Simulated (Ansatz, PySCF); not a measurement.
HF (SMILES F) and C2H2 (SMILES C#C) are pulled apart as rigid monomers along the line of their centres of mass, from the B3LYP-D3(BJ)/def2-TZVP minimum. Starting geometry (charge 0, multiplicity 1):
```xyz
6

F     -0.032    -0.012     0.349
H     -0.018    -0.004     1.283
C      0.255    -0.536     3.398
C     -0.230     0.559     3.397
H      0.686    -1.509     3.407
H     -0.661     1.532     3.405
```

Interaction energies with rigid monomers; basis-set methods are counterpoise corrected unless marked otherwise.

Frozen-core correlation. Rows in 3-21G, 6-31G* carry no dispersion term and start afresh at each structure (6-31G* with six Cartesian d functions). MP2/6-31G* freezes PySCF's default core.

Run with Ansatz (Gaussian orbitals); PySCF for 3-21G rows, 6-31G* rows. 

| H2···C3 (Å) | B3LYP/3-21G (no counterpoise) (meV) | MP2/6-31G* (no counterpoise) (meV) | SCS-MP2/aug-cc-pVTZ (meV) | CCSD/aug-cc-pVDZ (meV) | CCSD/aug-cc-pVTZ (meV) |
|---|---|---|---|---|---|
| 1.99 | ? | -152.1 | -114.2 | -84.8 | -123.6 |
| 2.20 | -212.7 | -207.1 | -165.6 | -142.6 | -173.8 |
| 2.52 | -194.5 | -191.4 | -153.1 | -141.4 | -159.1 |
| 3.05 | -113.4 | -115.4 | -92.7 | -91.5 | -96.0 |
| 3.92 | -35.2 | -40.7 | -37.7 | -38.2 | ? |

Task: What belongs in the gaps?

Result: 
- 1.99, B3LYP/3-21G (no counterpoise) (meV): -154.0
- 3.92, CCSD/aug-cc-pVTZ (meV): -39.0

Ansatz is a first-principles code.
